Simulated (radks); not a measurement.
Task: The hafnium ion Hf36+, configuration [Kr]. Calculated with a radial shooting solver on a logarithmic mesh with Libxc functionals: scalar-relativistic Kohn-Sham, SCAN, spin-polarised, spherical densities, finite nucleus; meta-GGA in the generalised Kohn-Sham scheme; Fermi nuclear charge, rms radius 5.347 fm. Some entries of the table are withheld. Estimate them.

| orbital | occ. | eigenvalue (Ry) | <r> (bohr) |
|---|---|---|---|
| 1s | 2 | -4916.010 | 0.01899 |
| 2s | 2 | -936.2560 | 0.08029 |
| 2p | 6 | (1) | (2) |
| 3s | 2 | -297.5276 | (3) |
| 3p | 6 | -267.2075 | (4) |
| 3d | 10 | (5) | 0.1856 |
| 4s | 2 | -134.2287 | 0.4215 |
| 4p | 6 | -122.9484 | (6) |

Result: 
(1) 2p eigenvalue (Ry): -835.6920
(2) 2p <r> (bohr): 0.07167
(3) 3s <r> (bohr): 0.2061
(4) 3p <r> (bohr): 0.2054
(5) 3d eigenvalue (Ry): -232.1173
(6) 4p <r> (bohr): 0.4333
